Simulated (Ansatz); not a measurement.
`[CH3][In]([F])[O][SiH3]` + `[CH3][Ga]([CH3])[TeH]` → `[CH3][In]([F])[TeH]` + `[CH3][Ga]([CH3])[O][SiH3]`  (redistribution)

Program: Ansatz. Geometries: PBE0-D4/def2-TZVP. ΔE: electronic, gas phase. CBS: MP2 limit from def2 TZ/QZ plus the TZ coupled-cluster correction, frozen cores. DFT in def2-TZVPP. Elements past krypton have def2 core potentials. For Ga, In, Te outer-core shells are correlated without core-valence functions, which leaves a few kJ/mol of doubt a bond. Scalar relativity is left out up to krypton. One conformer a species, not always the lowest.

`[CH3][In]([F])[O][SiH3]`:

```xyz
11

C     2.022    1.046    0.244
In    0.122    1.080   -0.695
F    -0.442    2.460   -1.946
O    -1.397   -0.165   -0.539
Si   -1.748   -1.549    0.237
H     2.321    0.014    0.420
H     2.745    1.549   -0.396
H     1.951    1.571    1.196
H    -2.895   -1.355    1.166
H    -2.097   -2.621   -0.734
H    -0.583   -2.028    1.046
```

`[CH3][Ga]([CH3])[TeH]`:

Cartesian coordinates in Å:
```
C -1.568 0.809 0.914
Ga 0.019 -0.163 0.276
C 0.893 0.103 -1.466
Te 0.963 -1.916 1.848
H -1.907 0.455 1.887
H -2.386 0.699 0.197
H -1.342 1.875 0.990
H 0.351 -0.462 -2.230
H 1.926 -0.245 -1.455
H 0.872 1.157 -1.753
H 2.178 -2.311 0.793
```

`[CH3][In]([F])[TeH]`:

Z-matrix (Å, degrees):
```
C
In 1 2.133
H 1 1.089 2 111.0
H 1 1.090 2 108.5 3 120.9
H 1 1.090 2 108.4 3 -121.0
F 2 1.964 1 114.2 3 177.5
Te 2 2.676 1 136.4 3 -2.6
H 7 1.657 2 88.6 1 -179.9
```

`[CH3][Ga]([CH3])[O][SiH3]`:

Z-matrix (Å, degrees):
```
C
Ga 1 1.959
H 1 1.093 2 109.9
H 1 1.090 2 112.2 3 121.1
H 1 1.093 2 109.9 3 -117.7
C 2 1.954 1 133.3 3 -119.9
O 2 1.804 1 114.8 3 59.6
H 6 1.093 2 109.4 1 109.9
H 6 1.092 2 109.7 1 -132.6
H 6 1.090 2 112.6 1 -10.8
Si 7 1.622 2 139.8 1 -0.4
H 11 1.495 7 111.9 2 1.7
H 11 1.489 7 110.5 2 121.8
H 11 1.490 7 110.5 2 -118.3
```

```tsv
level	ΔE (kcal/mol)
PBE	-11.8
RPA@PBE/def2-TZVPP	-11.1
```

(1) What does CCSD(T)/CBS give? (Estimate.)

Largest T1 diagnostic among the species: 0.015.

Answers

(1) Ansatz gave: -11.2 kcal/mol. The listed levels differ from it by -0.6, 0.1 kcal/mol.

In def2-TZVPP, CCSD(T) changes the Hartree–Fock value by +1.4 kcal/mol (the triples alone add +0.3 kcal/mol) and MP2 by +1.2 kcal/mol. Leaving LDA and LC-ωPBE aside and taking each functional with its dispersion term where it has one, the values, not all of them listed here, spread over 1.5 kcal/mol, from BHLYP-D4 to revPBE-D4. LDA lies −1.5 kcal/mol from PBE without D4.
